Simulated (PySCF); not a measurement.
## P⁺: ionisation energy

P⁺ [Ne] 3s2 3p2 (3P) → P²⁺ [Ne] 3s2 3p1 (2P), as a difference of total energies. All numbers are calculated (PySCF 2.14, the spin-free X2C one-electron Hamiltonian (Gaussian nucleus), in x2c-SVPall). Correlated levels: valence: [Ne] frozen. The calculations carry no spin-orbit coupling.

```tsv
method	ionisation energy (eV)
UHF	19.176
PBE0	19.825
TPSS	19.832
SCS-MP2 (valence)	19.381
CCSD(T) (valence)	19.483
```

Task: Estimate what CCSD (valence) gives.

Result: 19.475 eV, closest to CCSD(T) (valence) among the rows shown.

Task: Estimate what MP2 (valence) gives.

Result: 19.458 eV, closest to CCSD(T) (valence) among the rows shown.

The reference lies between the lowest fine-structure levels, while these numbers refer to the centres of the terms.

Errors of the correlated levels include the incompleteness of this basis and the frozen core.

For comparison: 19.769 eV (semi-empirical (NIST evaluation); NIST Atomic Spectra Database, ionization energies).
